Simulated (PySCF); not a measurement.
Ligand exchange on a metal centre used in film growth or etching (Ta F-NH2). Isolated molecules, 0 K electronic values unless said otherwise. One relaxed conformer stands for each flexible species; it need not be the lowest.

Level of theory: PySCF with B3LYP-D3(BJ)/def2-TZVP // PBE-D3(BJ)/def2-SVP. B3LYP has the VWN-RPA correlation part, as in Gaussian. 

```tsv
species	charge on the central atom (Mulliken) (e)	LUMO (eV)
0 of 5 F replaced by NH2	…	…
1 of 5 F replaced by NH2	1.73	-2.78
2 of 5 F replaced by NH2	1.62	…
3 of 5 F replaced by NH2 ([Ta(F)2(NH2)3])	1.53	-1.69
4 of 5 F replaced by NH2 ([Ta(F)(NH2)4])	1.41	-0.86
5 of 5 F replaced by NH2 ([Ta(NH2)5])	1.30	-0.59
```

### Question
Some entries are withheld; supply them.

### Answer

- 0 of 5 F replaced by NH2, charge on the central atom (Mulliken) (e): 1.81
- 0 of 5 F replaced by NH2, LUMO (eV): -3.07
- 2 of 5 F replaced by NH2, LUMO (eV): -1.86
